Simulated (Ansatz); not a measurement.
Start from `COB(S)Cl` and change one atom or group to get `COB(S)OC`.

Ansatz, PBE0-D4/def2-TZVP geometries, multiplicity 1. Each molecule was computed in one conformer, which needn't be the lowest.

```
                               property  `COB(S)Cl`
  HOMO energy (ωB97M-V/def2-TZVPP) / eV       -9.89
    HOMO–LUMO gap (PBE/def2-TZVPP) / eV        5.49
      HOMO energy (PBE/def2-TZVPP) / eV       -6.47
HOMO–LUMO gap (ωB97M-V/def2-TZVPP) / eV       11.93
   HOMO–LUMO gap (PBE0/def2-TZVPP) / eV        7.70
      LUMO energy (PBE/def2-TZVPP) / eV       -0.98
```

Give the same properties after the change, and the shifts. (An estimate is asked.)

Computed: 
```
                               property  `COB(S)OC`  shift
  HOMO energy (ωB97M-V/def2-TZVPP) / eV       -9.59   0.30
    HOMO–LUMO gap (PBE/def2-TZVPP) / eV        5.93   0.44
      HOMO energy (PBE/def2-TZVPP) / eV       -6.12   0.35
HOMO–LUMO gap (ωB97M-V/def2-TZVPP) / eV       11.81  -0.12
   HOMO–LUMO gap (PBE0/def2-TZVPP) / eV        8.11   0.41
      LUMO energy (PBE/def2-TZVPP) / eV       -0.19   0.79
```

With PBE0 the HOMO rises by 0.32 eV and the LUMO rises by 0.74 eV, so the gap widens by about 0.42 eV. PBE moves the HOMO by 0.35 eV and ωB97M-V by 0.30 eV.
